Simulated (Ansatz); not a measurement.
Consider the formal hydrolysis of a Ge–C bond: `C[CH](C)[Ge][NH2]` + H₂O → `[NH2][Ge][OH]` + `CCC`.

Program: Ansatz. Geometries: PBE0-D4/def2-TZVP. ΔE: electronic, gas phase. CCSD(T)/CBS is the MP2 limit (def2-TZVPP, def2-QZVPP) plus CCSD(T) − MP2 in def2-TZVPP, frozen cores. This one scheme is used for every species. DFT in def2-TZVPP. For Ge outer-core shells are correlated without core-valence functions, which leaves a few kJ/mol of doubt a bond. Scalar relativity is left out up to krypton. Each species was taken in one conformer, which may not be the lowest.

`C[CH](C)[Ge][NH2]`:

Z-matrix (Å, degrees):
```
C
C 1 1.522
H 1 1.094 2 111.7
H 1 1.097 2 111.2 3 119.4
H 1 1.094 2 112.3 3 -120.4
C 2 1.523 1 111.9 3 -61.0
Ge 2 2.025 1 112.5 3 64.8
H 2 1.097 1 108.3 3 179.7
H 6 1.095 2 111.6 1 61.0
H 6 1.097 2 111.2 1 -58.6
H 6 1.095 2 112.3 1 -178.7
N 7 1.819 2 96.7 1 -60.4
H 12 1.009 7 126.2 2 0.6
H 12 1.007 7 121.6 2 -179.5
```

H₂O:

```xyz
3

O     0.144   -0.153   -0.328
H    -0.765    0.098   -0.150
H     0.622    0.055    0.478
```

`[NH2][Ge][OH]`:

Z-matrix (Å, degrees):
```
N
Ge 1 1.829
H 1 1.009 2 127.3
H 1 1.008 2 121.0 3 -179.9
O 2 1.793 1 99.4 3 0.0
H 5 0.961 2 116.5 1 -0.1
```

`CCC`:

```xyz
11

C    -0.096   -1.118   -0.627
C     0.586    0.141   -0.118
C    -0.338    1.013    0.714
H    -0.958   -0.871   -1.253
H    -0.459   -1.731    0.203
H     0.583   -1.732   -1.223
H     1.463   -0.134    0.477
H     0.967    0.719   -0.967
H     0.168    1.913    1.071
H    -0.709    0.470    1.589
H    -1.209    1.330    0.133
```

```csv
species,revPBE energy (Eh)
`C[CH](C)[Ge][NH2]`,-2251.34849
H₂O,-76.44013
`[NH2][Ge][OH]`,-2208.68883
`CCC`,-119.14441
```

**Question.** Work out ΔE.

**Answer.** ΔE = (-2208.68883) + (-119.14441) − (-2251.34849) − (-76.44013) = -0.04462 Eh = -1.21 eV. CCSD(T)/CBS gives -1.02 eV.

Largest T1 diagnostic among the species: 0.014.

At CCSD(T), def2-SVP lies −0.09 eV from the extrapolated value and def2-TZVPP −0.03 eV. In def2-TZVPP, CCSD(T) changes the Hartree–Fock value by +0.33 eV (the triples alone add +0.04 eV) and MP2 by +0.34 eV.
